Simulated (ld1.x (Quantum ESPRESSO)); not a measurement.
## What the settings do to the TM potential of Al

Base potential:

- Element: aluminium
- Generator: ld1.x (Quantum ESPRESSO) 7.5
- Type: norm-conserving Troullier–Martins (Kleinman–Bylander form)
- Functional: PBE
- Relativity: scalar-relativistic
- Frozen core: [Ne]
- Valence charge: 3
- Reference configuration: 3s2 3p1
- Partial waves: 3s (bound): rc 2.20 bohr; 3p (bound): rc 2.10 bohr; 3d channel at 0.05 Ry: rc 2.05 bohr
- Local potential: all-electron potential smoothed inside 1.75 bohr (lloc = -1)
- Core correction: a·sin(br)/r model core inside 1.80 bohr

Cutoffs, loose and tight: the cutoffs (Ry, on a coarse ladder) from which the occupation-weighted sum of valence levels, in a spherical-Bessel basis at the reference potential, stays within 10 and 1 mRy of its value at 400 Ry. They do not see the model core or the augmentation charge, which bear on the density cutoff. Test errors are all-electron minus pseudo excitation energies from the reference, over the configurations 3s2 3p0; 3s1 3p0; 3s2 3p0.5; 3s2 3p1.3; 3s0 3p3; 3s1 3p2; 3s1 3p1. A dash means not determined; rows that change the core or the reference have their own tests.

On the changes marked as counting shells twice: ld1.x takes every shell without a wave as core, so the model core holds the marked electrons as well and exchange and correlation see them twice. This cancels in the reference configuration, but the file is broken for other ones, and its errors say nothing about a proper core correction.

```tsv
change	outcome	cutoff, loose	cutoff, tight	bound ghosts	largest test error (meV)
base	generated	10 Ry	25 Ry	none	+7.8
core [He], valence charge 11; reference 2s2 2p6 3s1.75 3p1.25; waves now 2s (bound): rc 0.95 bohr; 2p (bound): rc 0.65 bohr; 3d channel at 0.05 Ry: rc 0.80 bohr; local potential all-electron potential smoothed inside 0.60 bohr (lloc = -1); core correction Bessel-smoothed model core, default radius (core density twice the valence density) (3p, 3s counted twice)	generated	over 300 Ry	over 300 Ry	none	-802
wave 3d channel at 0.05 Ry: rc 2.05 bohr becomes 3d channel at 0.05 Ry: rc 1.60 bohr	generated	10 Ry	25 Ry	none	+7.8
core correction a·sin(br)/r model core inside 1.18 bohr	generated	10 Ry	25 Ry	none	+17
local potential the d channel	generated	10 Ry	25 Ry	none	+13
wave 3s (bound): rc 2.20 bohr becomes 3s (bound): rc 1.74 bohr	generated	10 Ry	30 Ry	none	+8.5
functional PW91	generated	10 Ry	25 Ry	none	+7.5
wave 3d channel at 0.05 Ry: rc 2.05 bohr becomes 3d channel at 1.21 Ry: rc 2.05 bohr	generated	10 Ry	25 Ry	none	+7.8
local potential all-electron potential smoothed inside 2.62 bohr (lloc = -1)	generated	10 Ry	25 Ry	none	+4.8
```

Q: What comes out with this change to the base: type ultrasoft; waves now 3s (bound): rcut 1.90, rcutus 2.20 bohr; 3s channel at -0.25 Ry: rcut 1.90, rcutus 2.20 bohr; 3p (bound): rcut 1.85, rcutus 2.10 bohr; 3p channel at 0.45 Ry: rcut 1.85, rcutus 2.10 bohr; 3d channel at 0.05 Ry: rcut 1.80, rcutus 2.05 bohr; 3d channel at 0.5 Ry: rcut 1.80, rcutus 2.05 bohr; local potential all-electron potential smoothed inside 1.55 bohr (lloc = -1); augmentation built from norm-conserving waves at rcut, not smoothed further?

A: outcome: generated; cutoff, loose: 6 Ry; cutoff, tight: 8 Ry; bound ghosts: none; largest test error (meV): +6.3.
